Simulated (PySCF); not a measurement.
Compound: C6H14N (doublet state).
Z-matrix (Å and degrees, GFN2-xTB geometry), rows numbered from 1:
```
C 
C   1  1.4697
C   2  1.5354  1  112.92
N   3  1.4483  2  109.63  1  -173.19
C   4  1.4527  3  116.42  2   171.60
C   5  1.5282  4  108.12  3  -167.98
C   5  1.5352  4  114.18  3    69.04
H   1  1.0716  2  120.98  3  -147.49
H   1  1.0722  2  120.20  3    37.38
H   2  1.0937  1  110.32  3   123.40
H   2  1.1019  1  110.74  3  -119.12
H   3  1.1036  2  108.73  1    61.95
H   3  1.0943  2  109.21  1   -55.44
H   4  1.0162  3  109.96  2   -63.15
H   5  1.0972  4  106.65  3   -51.09
H   6  1.0880  5  110.24  4   -66.47
H   6  1.0868  5  110.45  4   173.40
H   6  1.0862  5  109.88  4    53.07
H   7  1.0892  5  110.13  4    58.94
H   7  1.0870  5  110.19  4   178.61
H   7  1.0876  5  110.99  4   -61.41
```

The hyperfine couplings belong to this conformer and change with its torsions.

Identity: `[CH2]CCNC(C)C` [radical].

Level of theory: UKS B3LYP, pcH-1 on C H N, non-relativistic, mean-field spin-orbit, GIAO in PySCF 2.14.0. One conformer (not necessarily the lowest) at the GFN2-xTB geometry, without solvent, vibrations or thermal averaging. GFN2-xTB frequencies show an imaginary mode (44i cm⁻¹), so this geometry is no minimum at that level. The geometry wasn't refined by DFT: couplings that depend on bond lengths, twists or pyramidal angles can differ widely from those at the functional's own minimum. Stability of the SCF solution: not tested.

(1) Where do the isotropic ENDOR lines of N4, H10/H11, H8/H9 and H12/H13 fall at 3351.4 mT, to first order?

(2) Which pairs are centred on the nuclear Larmor frequency, and which on half the coupling?

(3) At what field would the lower line of N4 fall to zero frequency?

Answers

(1) ν± = |νn ± a/2|, one line for each electron-spin manifold; νn = |g_N| × 7.62259 MHz/T × B.

```csv
nuclei,isotope,g_N,νn (MHz),a_iso (MHz),lower line (MHz),upper line (MHz)
N4,14N,0.4038,10.31,-0.70,9.96,10.67
H10/H11,1H,5.5857,142.69,96.16,94.62,190.77
H8/H9,1H,5.5857,142.69,-63.25,111.07,174.32
H12/H13,1H,5.5857,142.69,-2.58,141.41,143.98
```

(2) Centred on νn, since |a| < 2νn: N4, H10/H11, H8/H9 and H12/H13. No pair has |a| > 2νn.

(3) Where νn = |a|/2, that is B = 0.35 MHz/(0.4038 × 7.62259 MHz/T) = 114 mT, as far as first order holds there.

Means are taken over nuclei equivalent by connectivity, which assumes that they swap fast. The 1H value of +96.2 MHz is a mean of couplings from 28.6 to 163.8 MHz in this one geometry, not an average over conformers.

The Mulliken spin populations are largest on C1 (+1.08), C2 (-0.09) and H11 (+0.06). C1 is the only atom above +0.15. The positive populations add up to 1.18 and the negative ones to -0.18, together 2S = 1. The angles at C1 add up to 359.8°, so it is planar; its axial dipolar tensor and the negative couplings of its protons fit spin in a p orbital normal to that plane.
